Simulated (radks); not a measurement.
Values are calculated unless marked as measured or tabulated.
Valence configurations of neutral dysprosium (all share [Xe]). Level of theory: Dirac Kohn-Sham, PBE, spin-unpolarised, spherical densities, finite nucleus; open shells fill j = l - 1/2 first; Fermi nuclear charge, rms radius 5.2218 fm (a radial shooting solver on a logarithmic mesh with Libxc functionals). Energies are relative to 4f10 6s2; eigenvalues in eV.

| valence | E (eV) | e(4f5/2) | e(4f7/2) | e(5d3/2) | e(6p1/2) | e(6s1/2) |
|---|---|---|---|---|---|---|
| 4f10 6s2 | 0.000 | -3.485 | -2.611 | - | - | -3.746 |
| 4f8 6s2 6p2 | 19.078 | -23.091 | -22.086 | - | -3.267 | -7.067 |
| 4f10 5d2 | 5.148 | -2.379 | -1.507 | -0.880 | - | - |
| 4f10 6s1 6p1 | 2.498 | -4.735 | -3.860 | - | -1.877 | -4.440 |
| 4f9 5d1 6s2 | 3.630 | -9.442 | -8.505 | -2.424 | - | -4.231 |
| 4f8.5 6s1.5 6p2 | 12.660 | -18.233 | -17.261 | - | -3.030 | -6.556 |
| 4f9 6s2 6p1 | 5.127 | -12.573 | -11.634 | - | -2.345 | -5.477 |
| 4f9.5 6s2 6p0.5 | 1.560 | -7.803 | -6.896 | - | -1.850 | -4.633 |
| 4f10 5d1 6s1 | 2.536 | -2.685 | -1.812 | -0.924 | - | -3.513 |

NIST lists [Xe] 4f10 6s2 as the ground configuration; this level of theory agrees among the configurations tried. The energies are those of spherical spin-averaged densities, not of single terms. No valid solution was reached for [Xe] 4f11 6s1.
